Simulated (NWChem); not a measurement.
Molecule: C₂HBrClF; SMILES F/C(Br)=C\Cl

This build's default masses of Se (78.918 u) and Br (79.917 u) are each other's, which moves their modes by up to 0.6 %.

Task: Give the equilibrium geometry at PBE-D3(BJ)/def2-SVP (NWChem) as a list of bonds and angles, with the point group.

Result: point group Cs; any orientation.
Bond lengths (Å): F1–C2 1.326, C2–Br3 1.888, C2–C4 1.348, C4–Cl5 1.727, C4–H6 1.097. Bond angles (°): F1–C2–Br3 114.1, F1–C2–C4 123.6, Br3–C2–C4 122.3, C2–C4–Cl5 121.9, C2–C4–H6 121.3, Cl5–C4–H6 116.8.
